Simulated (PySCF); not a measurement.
A structure optimised at PBE-D3(BJ)/def2-SVP, used in a PySCF frequency run:

```xyz
13

Al    -0.4301     0.6625     1.0937
H     -1.3234     0.7427     2.3998
O      0.0272    -0.8986     0.5394
C      0.6924    -1.4293    -0.5784
C     -0.0549    -1.1674    -1.8841
H      1.7305    -1.0213    -0.6589
H      0.8048    -2.5288    -0.4325
H     -0.1473    -0.0776    -2.0785
H      0.4702    -1.6253    -2.7477
H     -1.0788    -1.5913    -1.8367
N      0.0822     2.1410     0.2366
H     -0.1596     3.0893     0.5336
H      0.6770     2.1806    -0.5939
```

Task: Write its SMILES and formula.

Result: CC[O][AlH][NH2], C2H8AlNO

Task: What are its rotational constants (standard atomic weights)?

Result: 6.7593, 2.2868, 1.8828 GHz
